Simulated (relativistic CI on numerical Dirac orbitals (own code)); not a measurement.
# Lu⁺: resonant inelastic scattering at the L2,3 edge

Computed with this model: Dirac-Coulomb-Breit CI, KLI orbitals optimised for each configuration, QED by a radiative potential, Kramers-Heisenberg scattering through one core-hole configuration in a parametric crystal field, unscaled Slater integrals; configurations [Xe] 4f14 5d2 → [He] 2s2 2p5 3s2 3p6 3d10 4s2 4p6 4d10 4f14 5s2 5p6 5d3; 80 K; core-hole width 5 eV; summed over polarisations. Incident energies are the highest absorption maxima for each field (at most a few, so the weaker spin-orbit partner edge can be absent), on the computed scale of the free ion. Intensities are in per cent of the strongest line above 0.02 eV; levels within 1 cm⁻¹ are merged; final levels count from the ground level, the first row holds all elastic scattering, lines under 0.4 are left out and each table stops after 24 rows. The scale of the Slater integrals is a model choice and moves the terms in proportion. The configuration is assumed, with all valence electrons in the open shell; the free ion's ground configuration is another.

Field parameters in Wybourne normalisation: D3d B²₀ = −7Dσ, B⁴₀ = −14Dq − 21Dτ, B⁴₃ = −14√(10/7) Dq; D4h B²₀ = −7Ds, B⁴₀ = 21(Dq − Dt), B⁴₄ = 21√(5/14) Dq; Td as Oh with Dq negative (B⁴₀ = 21Dq, B⁴₄ = √(5/14) B⁴₀). The field is a parameter set, without covalency.

S is read from ⟨S²⟩ = S(S + 1).

Td, 10Dq = -5050 cm⁻¹:

```csv
Final level (eV),Degeneracy,Irrep,S,9244 eV,10349.4 eV
0.000,3,T2,1.00,3758.9,588.7
0.604,2,E,0.95,19.6,35.5
0.608,1,A2,1.00,19.3,4.0
0.628,3,T2,1.00,100.0,44.0
0.650,3,T1,1.00,82.9,29.6
0.939,2,E,0.38,76.8,26.8
1.013,3,T2,1.00,67.5,5.8
1.054,2,E,0.87,31.2,1.4
1.090,3,T1,1.00,21.8,24.6
1.111,1,A1,0.98,4.1,26.7
1.513,3,T2,0.18,40.6,19.3
1.555,1,A1,0.05,27.7,17.0
1.745,1,A1,1.00,2.3,12.6
1.756,3,T1,0.96,30.8,14.0
1.805,2,E,1.00,24.1,2.6
1.832,3,T2,0.93,32.4,3.7
1.849,3,T1,0.12,27.6,26.9
2.349,3,T2,0.01,0.9,0.7
3.923,1,A1,0.01,2.9,2.5
```

D4h, 10Dq = 14750, Ds = 2970, Dt = -350 cm⁻¹:

```tsv
Final level (eV)	Degeneracy	Irrep	S	9244.2 eV	10349.6 eV
0.000	1	A1	1.00	4162.9	734.3
0.004	2	E	1.00	11.6	19.1
0.842	1	B1	0.07	9.1	14.6
0.843	1	B2	0.02	14.1	14.4
1.220	1	B2	0.99	33.4	8.5
1.228	1	B1	0.98	38.2	4.8
1.254	2	E	1.00	68.6	26.7
1.288	1	A2	1.00	12.1	11.7
1.291	1	A1	1.00	20.9	18.7
1.489	1	A1	0.02	43.0	35.6
2.146	2	E	0.04	29.5	31.1
2.248	1	A2	1.00	29.9	5.2
2.254	1	A1	1.00	44.6	17.1
2.255	2	E	0.99	100.0	26.1
2.265	1	B1	1.00	33.0	12.1
2.271	1	B2	1.00	25.3	5.9
2.891	2	E	0.04	21.6	14.9
3.077	2	E	0.99	0.7	0.4
3.312	1	B2	1.00	46.6	4.9
3.316	1	B1	1.00	40.8	2.0
3.326	2	E	1.00	66.5	20.5
3.337	1	A2	1.00	10.1	17.1
3.340	1	A1	1.00	10.6	17.5
3.820	1	A1	0.01	0.8	0.9
```

D3d, 10Dq = 31600, Dσ = -490, Dτ = -120 cm⁻¹:

```csv
Final level (eV),Degeneracy,Irrep,S,9245.2 eV,10349.8 eV
0.000,1,A1,1.00,3296.2,540.7
0.004,2,E,1.00,0.4,4.8
0.231,2,E,1.00,48.4,25.4
0.280,2,E,1.00,49.6,17.4
0.317,1,A2,1.00,9.8,5.4
0.326,1,A1,1.00,10.2,12.6
0.859,2,E,0.01,36.5,43.1
1.136,2,E,0.01,18.0,20.3
1.153,1,A1,0.01,15.6,18.5
2.268,1,A1,0.00,16.6,20.8
3.798,1,A2,1.00,73.2,13.7
3.803,2,E,1.00,100.0,22.5
3.898,1,A1,1.00,44.8,10.4
3.899,1,A2,1.00,25.5,4.5
3.921,2,E,1.00,73.3,17.7
3.941,2,E,1.00,28.6,19.1
4.545,1,A1,0.99,28.9,11.8
4.550,2,E,1.00,42.7,21.9
4.716,1,A1,0.86,12.3,4.3
4.720,1,A2,1.00,10.5,1.5
4.733,2,E,0.93,22.9,8.8
4.749,2,E,0.98,34.6,5.2
4.794,1,A1,0.32,14.0,6.1
4.854,2,E,0.21,18.2,11.7
```

For the first field the strongest loss at the lowest incident energy is the level at 0.63 eV (S = 1.00, against 1.00 in the thermal ground state). Levels of other spin, the first over 8 % at 0.94 eV, appear because spin-orbit coupling of the core hole, and in heavier ions of the valence shell too, mixes spins.
